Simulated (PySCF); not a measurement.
**PySCF run on ZnCd**

Input:

```python
from pyscf import gto, scf, mp

mol = gto.M(
    atom='Zn 0 0 0; Cd 0 0 2.59',
    basis='3-21g',
    charge=0,
    spin=0,
    verbose=4,
)
mf = scf.RHF(mol)
mf.kernel()
mp.MP2(mf).kernel()
mf.dip_moment()
print('orbital energies (hartree):', mf.mo_energy[..., max(0, mol.nelec[1]-3):mol.nelec[0]+3].round(4))
```

```bash
$ python input.py
```

It prints (some set-up lines and the per-cycle HOMO/LUMO lines with their warnings removed):

```
PySCF version 2.14.0

[INPUT] Symbol           X                Y                Z      unit          X                Y                Z       unit  Magmom
[INPUT]  1 Zn     0.000000000000   0.000000000000   0.000000000000 AA    0.000000000000   0.000000000000   0.000000000000 Bohr   0.0
[INPUT]  2 Cd     0.000000000000   0.000000000000   2.590000000000 AA    0.000000000000   0.000000000000   4.894390662624 Bohr   0.0

nuclear repulsion = 294.214356650502
number of shells = 25
number of NR pGTOs = 135
number of NR cGTOs = 63
basis = 3-21g
ecp = {}

******** <class 'pyscf.scf.hf.RHF'> ********
method = RHF
initial guess = minao
damping factor = 0
level_shift factor = 0
DIIS = <class 'pyscf.scf.diis.CDIIS'>
SCF conv_tol = 1e-09
SCF max_cycles = 50
Initial guess from minao.
init E= -7196.67122816578
cycle= 1 E= -7208.73877094315  delta_E= -12.1  |g|= 0.455  |ddm|= 1.45
cycle= 2 E= -7208.75689098966  delta_E= -0.0181  |g|= 0.253  |ddm|= 0.913
cycle= 3 E= -7208.76247262807  delta_E= -0.00558  |g|= 0.0137  |ddm|= 0.123
cycle= 4 E= -7208.76267607076  delta_E= -0.000203  |g|= 0.00583  |ddm|= 0.0723
cycle= 5 E= -7208.76271233211  delta_E= -3.63e-05  |g|= 0.00166  |ddm|= 0.0385
cycle= 6 E= -7208.76271520817  delta_E= -2.88e-06  |g|= 0.000311  |ddm|= 0.0204
cycle= 7 E= -7208.76271532495  delta_E= -1.17e-07  |g|= 4.09e-05  |ddm|= 0.00706
cycle= 8 E= -7208.76271532673  delta_E= -1.78e-09  |g|= 8.2e-06  |ddm|= 0.000571
cycle= 9 E= -7208.76271532681  delta_E= -8.09e-11  |g|= 1.37e-06  |ddm|= 6.31e-05
Extra cycle  E= -7208.7627153268  delta_E= 1.18e-11  |g|= 5.74e-07  |ddm|= 8.81e-06
converged SCF energy = -7208.7627153268

******** <class 'pyscf.mp.mp2.RMP2'> ********
nocc = 39, nmo = 63
E(RMP2) = -7209.10136775667  E_corr = -0.338652429870911
E(SCS-RMP2) = -7209.07669883435  E_corr = -0.313983507552753
E_corr(same-spin) = -0.106614701875776
E_corr(oppo-spin) = -0.232037727995134
Dipole moment(X, Y, Z, Debye):  0.00000, -0.00000, -0.23888
orbital energies (hartree): [-0.6327 -0.3576 -0.2067  0.0191  0.0191  0.0353]
```

In short: E(SCF) = -7208.762715 Eh, 9 cycles, E(MP2) − E(SCF) = -0.33865 Eh, μz(SCF) = -0.24 D.

Wall time 2 s on one thread of a shared host.

No relativity is included for the heavy element. The basis is very small, so the numbers show the basis as much as the system. Stability towards an unrestricted solution was not tested. The bond length is a typed value, not an optimised one.
